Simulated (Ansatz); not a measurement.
Input and output for `[GaH2][GaH][GeH3]`.

```yaml
crystal:
  periodic: [false, false, false]
  atoms:
    - {symbol: Ga, position_ang: [-1.780490, 0.660117, -1.440477]}
    - {symbol: Ga, position_ang: [-0.385665, 0.706395, 0.456948]}
    - {symbol: Ge, position_ang: [1.481513, -0.790325, 0.823209]}
    - {symbol: H, position_ang: [-3.115866, -0.228715, -1.607244]}
    - {symbol: H, position_ang: [-1.408375, 1.483506, -2.820333]}
    - {symbol: H, position_ang: [-0.553118, 1.751988, 1.656516]}
    - {symbol: H, position_ang: [2.799484, -0.041091, 0.997552]}
    - {symbol: H, position_ang: [1.687650, -1.860480, -0.274637]}
    - {symbol: H, position_ang: [1.328842, -1.614763, 2.164836]}
basis:
  gaussian: {orbitals: def2-TZVPD}
total_charge: -1
magnetization: {spin_polarized: true, initial_magnetization: 1}
hamiltonian: {xc: {name: CAM-B3LYP}}
output: {forces: true}
```

```sh
$ ansatz run in.yaml --threads 4 --pin off --events-out ev --progress --plain --max-ram 10444MiB
```

Output, abridged:

```
Functional definition: CAM-B3LYP
1540 factors; their error is unknown
536 factors; integrals over basis functions are off by at most 1.1e-5 eV
mean field evaluation 1: about -161379.1158 eV, gradient 3.0e1 eV
mean field evaluation 2: about -161379.2058 eV, gradient 3.6e1 eV
mean field evaluation 4: about -161381.2717 eV, gradient 1.0e0 eV
mean field evaluation 8: about -161381.6906 eV, gradient 6.3e-2 eV
mean field evaluation 16: about -161381.8796 eV, gradient 8.9e-1 eV
mean field evaluation 32: about -161381.8745 eV, gradient 1.1e0 eV
mean field -161381.89281339 eV, -5930.6751723162 hartree, gradient 3.7e-6 eV, S^2 0.753923; 2 other end points of the search recorded, 0 dependent functions left out
reference -161381.89298610 eV, -5930.6751786631 hartree; 51, 50 occupied and 165, 166 virtual orbitals, 1540 factors
Total energy: -161381.89298610 eV, -5930.6751786631 hartree
Atom 0 at    -1.780490     0.660117    -1.440477 Å, force     0.024922     0.084715    -0.570163 eV/Å
Atom 1 at    -0.385665     0.706395     0.456948 Å, force     0.197535     0.243481     0.656393 eV/Å
Atom 2 at     1.481513    -0.790325     0.823209 Å, force    -0.815689    -0.094454     0.310921 eV/Å
Atom 3 at    -3.115866    -0.228715    -1.607244 Å, force    -0.000876     0.185969    -0.194222 eV/Å
Atom 4 at    -1.408375     1.483506    -2.820333 Å, force    -0.339886    -0.309277     0.228050 eV/Å
Atom 5 at    -0.553118     1.751988     1.656516 Å, force    -0.037208    -0.119357    -0.150816 eV/Å
Atom 6 at     2.799484    -0.041091     0.997552 Å, force     0.571178    -0.005547     0.038960 eV/Å
Atom 7 at     1.687650    -1.860480    -0.274637 Å, force     0.181513    -0.066184    -0.002384 eV/Å
Atom 8 at     1.328842    -1.614763     2.164836 Å, force     0.218511     0.080655    -0.316739 eV/Å
Dipole moment:     0.048039    -0.155911    -0.155237 e Å
```

It took 13 s on 4 threads of an AMD EPYC 9R45 on a shared host, with 2.1 GiB of host memory at the peak.
